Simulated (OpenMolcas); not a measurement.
Consider [Cu2(μ-OH)2(H2O)4]2+, a planar model complex in vacuum (2 bridging OH, bridge angle 88°, metal-metal distance 2.65 Å, Cu–OH 1.90 Å; typed geometry, not optimised).

```xyz
18

Cu    -1.3226     0.0000     0.0000
Cu     1.3226     0.0000     0.0000
O      0.0000     1.3696     0.0000
H      0.0000     2.3296     0.0000
O      0.0000    -1.3696     0.0000
H      0.0000    -2.3296     0.0000
O     -2.7086     1.3859     0.0000
H     -3.1213     1.7987     0.7747
H     -3.1213     1.7987    -0.7747
O     -2.7086    -1.3859     0.0000
H     -3.1213    -1.7987     0.7747
H     -3.1213    -1.7987    -0.7747
O      2.7086     1.3859     0.0000
H      3.1213     1.7987     0.7747
H      3.1213     1.7987    -0.7747
O      2.7086    -1.3859     0.0000
H      3.1213    -1.7987     0.7747
H      3.1213    -1.7987    -0.7747
```

Question: Give the energies of the total-spin states at CASSCF(2,2) on the singly occupied d orbitals (ANO-RCC-VDZP on Cu, O and ANO-RCC-VDZ on H, scalar-relativistic DKH2, RICD, no spin-orbit coupling, OpenMolcas), and the exchange constant.

Answer: Local spins 1/2 and 1/2.

```
total S  E (cm⁻¹)  natural occupations, lowest and highest
-------  --------  ---------------------------------------
1             0.0                             1.000, 1.000
0            31.2                             0.994, 1.006
```

J = 15.6 cm⁻¹ (ferromagnetic).

J is defined by H = −2J S1·S2, so negative values are antiferromagnetic. Wave-function values come from the highest and lowest total spin; broken-symmetry values use Yamaguchi's formula with the computed ⟨S²⟩. The active space holds the singly occupied metal orbitals alone, without bridging-ligand orbitals. No row is a measured value.
